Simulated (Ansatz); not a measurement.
This geometry of H5NSi + H5NSi (14 atoms, charge 0, multiplicity 1) is a first-order saddle point.

The calculation used RKS r2SCAN-D4/cc-pVDZ (Ansatz 0.2.0).

```xyz
14
Properties=species:S:1:pos:R:3
Si 0.177 -0.007 0.236
N -0.277 -0.214 2.112
H -1.272 -0.359 2.297
H 0.041 0.558 2.704
H 1.491 0.657 -0.064
H -0.756 1.206 0.075
H -0.478 -0.933 -0.749
N 1.242 -1.700 0.983
H 0.897 -2.573 0.570
Si 2.992 -1.664 1.100
H 3.545 -2.930 1.694
H 3.694 -1.440 -0.212
H 3.355 -0.521 2.004
H 0.430 -1.156 2.039
```

Task: Which two structures does it join? (They come from a converged band through this point; their orientation in space is the band's.)

Result: Bonds broken: Si1–N2, N8–H14. Bonds formed: Si1–N8, N2–H14. H5NSi + H5NSi becomes H3N + H7NSi2.

Image 0:

```xyz
14
Properties=species:S:1:pos:R:3
Si -0.448 0.538 0.036
N -0.279 0.111 1.744
H -1.157 -0.063 2.234
H 0.250 0.785 2.300
H 0.931 0.725 -0.508
H -1.245 1.783 -0.243
H -1.131 -0.611 -0.635
N 1.558 -2.448 1.496
H 1.258 -2.964 0.669
Si 3.226 -1.921 1.483
H 4.108 -3.128 1.376
H 3.647 -0.971 0.386
H 3.482 -1.221 2.784
H 0.882 -1.692 1.666
```

Image 6:

```xyz
14
Properties=species:S:1:pos:R:3
Si 0.711 -0.039 -0.787
N -0.383 -0.757 3.082
H -0.292 -1.618 3.627
H -1.385 -0.670 2.896
H 1.807 0.227 -1.773
H -0.035 1.234 -0.508
H -0.266 -0.984 -1.437
N 1.427 -0.636 0.689
H 0.782 -0.674 1.504
Si 2.880 -1.583 0.886
H 2.692 -3.071 0.738
H 3.885 -1.147 -0.136
H 3.431 -1.356 2.265
H -0.173 -0.004 3.743
```

Task: How far does it lie above each of them?

Result: 1.14 eV above the first and 1.37 eV above the second. This is the barrier of this one path; another mechanism may lie lower. The orbitals stay closed-shell, which can raise the energy where a bond breaks towards radicals; this wasn't checked here.

Run time: 120 s on 4 threads of AMD EPYC 9R45 96-Core Processor (Zen 5), on a shared host, peak memory 0.22 GiB.
